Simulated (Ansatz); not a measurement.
Gas-phase reaction in SMILES: C[Si](C)(C)N -> [CH2][Si](C)(C)N + H atom (the C-H bond at the site shown breaks; other sites are not compared here)
Structures are relaxed separately at B3LYP-D3(BJ)/def2-TZVP in Ansatz (a program for electronic structure), one conformer each, not searched for the lowest.

Property: bond dissociation energy (electronic energy difference), in eV. Valence correlation only, unless marked. Open shells are spin-unrestricted. Spin-orbit coupling is left out. Non-relativistic. Basis-set limits of correlation are two-point, X^-3; Hartree-Fock from the larger set.

CCSD(T)/CBS(cc-pV(T+d)Z,cc-pV(Q+d)Z) (Ansatz) gives 4.69 eV.

### Question
Another calculation gave 4.68 eV. Which level was it?
A) SVWN5/def2-TZVPD (Ansatz)
B) r2SCAN/def2-TZVPD (Ansatz)
C) B3LYP/def2-TZVPD (Ansatz)
D) wB97M-V/def2-TZVPD (Ansatz)

### Answer
D, wB97M-V/def2-TZVPD (Ansatz). The others give 4.46 (r2SCAN), 4.57 (B3LYP), 5.07 (SVWN5) eV.
